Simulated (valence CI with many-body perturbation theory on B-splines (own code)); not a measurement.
The numbers below are computed, except where a source is named.
**Pm55+: what each term of the Hamiltonian does**

Method: configuration interaction combined with many-body perturbation theory (CI+MBPT): four valence electrons over a frozen Dirac-Fock core [He], radial functions for each j: 11 s, 11 p, 9 d, 7 f, 5 g, 2 h, 1 i, with the one-electron correlation potential Σ1 (screened to all orders), the two-electron term Σ2, the three-electron term Σ3, Breit, model QED; selected single and double excitations, second order for the rest (own B-spline code, finite nucleus).

No measured spectrum was set against this ion. As an estimate, large intervals hold to a few tenths of a per cent, small ones and those within an open d or f shell to about a per cent. Among the levels kept, up to 280 cm⁻¹ of a level comes from second order outside the variational space, and about a tenth of that is noise between levels of different J, which matters for small intervals.

Each rung adds one term. CI alone is the Dirac-Coulomb CI over the frozen core; QED comes last and gives the full result, which names the levels. Energies are above (2s^2 2p1/2^2) J=0 on the same rung, in eV.

Levels are named by their leading jj configuration (3d3/2^4 stands for four electrons in 3d with j = 3/2), which in mixed levels can hold well under half, so a name can repeat and another be missing. Letters in brackets count levels of one name in rising energy.

| Level | CI alone | Σ1 | Σ2 | Σ3 | Breit | QED | Full |
| --- | --- | --- | --- | --- | --- | --- | --- |
| (2s^2 2p1/2 2p3/2) J=1 | 589.2 | +0.13 | -0.06 | +0.01 | -9.71 | +1.02 | 580.6 |
| (2s^2 2p1/2 2p3/2) J=2 | 610.7 | +0.13 | -0.03 | -0.02 | -14.20 | +1.02 | 597.6 |
| (2s 2p1/2^2 2p3/2) J=2 | 815.6 | -0.15 | -0.20 | -0.03 | -3.49 | -8.15 | 803.6 |
| (2s 2p1/2^2 2p3/2) J=1 | 883.8 | -0.15 | -0.34 | -0.11 | -1.83 | -8.19 | 873.2 |
| (2s^2 2p3/2^2) J=2 | 1213.1 | +0.26 | -0.04 | -0.02 | -21.30 | +1.88 | 1193.9 |
| (2s^2 2p3/2^2) J=0 | 1256.1 | +0.26 | +0.06 | -0.08 | -16.48 | +1.85 | 1241.8 |
| (2s 2p1/2 2p3/2^2) J=2 [a] | 1382.0 | -0.02 | -0.17 | -0.02 | -11.71 | -7.16 | 1362.9 |
| (2s 2p1/2 2p3/2^2) J=3 | 1427.9 | -0.02 | -0.19 | -0.06 | -18.46 | -7.18 | 1402.0 |
| (2s 2p1/2 2p3/2^2) J=0 | 1462.8 | -0.02 | -0.12 | -0.08 | -8.27 | -7.19 | 1447.1 |
| (2s 2p1/2 2p3/2^2) J=1 [a] | 1483.7 | -0.02 | -0.40 | -0.12 | -11.12 | -7.22 | 1464.8 |
| (2s 2p1/2 2p3/2^2) J=2 [b] | 1498.2 | -0.02 | -0.37 | -0.13 | -15.50 | -7.22 | 1475.0 |
| (2s 2p1/2 2p3/2^2) J=1 [b] | 1496.5 | -0.02 | -0.26 | -0.12 | -10.63 | -7.21 | 1478.3 |
| (2p1/2^2 2p3/2^2) J=2 | 1734.1 | -0.30 | -0.63 | -0.17 | -4.40 | -16.23 | 1712.4 |
| (2p1/2^2 2p3/2^2) J=0 | 1780.3 | -0.30 | -0.56 | -0.18 | +0.60 | -16.22 | 1763.6 |
| (2s 2p3/2^3) J=2 | 2053.6 | +0.12 | -0.18 | -0.08 | -21.31 | -6.19 | 2025.9 |
| (2s 2p3/2^3) J=1 | 2119.5 | +0.12 | -0.34 | -0.15 | -20.08 | -6.23 | 2092.8 |
| (2p1/2 2p3/2^3) J=1 | 2331.6 | -0.17 | -0.57 | -0.16 | -11.02 | -15.41 | 2304.3 |
| (2p1/2 2p3/2^3) J=2 | 2353.4 | -0.17 | -0.53 | -0.16 | -15.40 | -15.41 | 2321.7 |
| (2p3/2^4) J=0 | 2974.1 | -0.03 | -0.47 | -0.17 | -19.29 | -14.41 | 2939.8 |
| (2s^2 2p1/2 3s) J=0 | 6663.4 | +0.41 | -0.01 | -0.11 | -17.14 | +2.74 | 6649.3 |
| (2s^2 2p1/2 3s) J=1 | 6667.2 | +0.41 | -0.03 | -0.11 | -17.84 | +2.77 | 6652.4 |
| (2s^2 2p1/2 3p1/2) J=1 | 6731.2 | +0.35 | -0.04 | -0.11 | -15.34 | +0.10 | 6716.2 |
| (2s^2 2p1/2 3p1/2) J=0 | 6765.4 | +0.35 | -0.07 | -0.11 | -13.96 | +0.07 | 6751.7 |
| (2s 2p1/2^2 3s) J=1 | 6861.7 | +0.14 | -0.13 | -0.12 | -8.58 | -5.87 | 6847.1 |
| (2s 2p1/2^2 3s) J=0 | 6893.6 | +0.13 | -0.11 | -0.13 | -7.07 | -6.48 | 6880.0 |
| (2s^2 2p1/2 3p3/2) J=2 | 6924.0 | +0.38 | -0.07 | -0.11 | -18.39 | +0.39 | 6906.2 |
| (2s^2 2p1/2 3p3/2) J=1 | 6926.5 | +0.36 | -0.08 | -0.11 | -16.45 | -0.20 | 6910.1 |
| (2s 2p1/2^2 3p1/2) J=1 | 6937.3 | +0.07 | -0.17 | -0.12 | -5.97 | -8.81 | 6922.3 |
| (2s 2p1/2^2 3p1/2) J=0 | 6936.9 | +0.07 | -0.16 | -0.12 | -4.12 | -9.10 | 6923.5 |
| (2s^2 2p1/2 3d3/2) J=2 | 6977.2 | +0.42 | -0.01 | -0.10 | -18.70 | +0.10 | 6958.9 |
| (2s^2 2p1/2 3d3/2) J=1 | 7001.2 | +0.41 | -0.03 | -0.10 | -18.71 | -0.22 | 6982.6 |

The middle columns are the shifts that each term adds.

(1) How does the ionisation energy move along the ladder, and which term matters most?

Results:

(1) CI alone 11840, + Σ1 11841, + Σ2 11841, + Σ3 11841, + Breit 11820, + QED 11820 eV. The largest step is Breit, -20 eV. NIST lists 11819 ± 5 eV (theoretical).
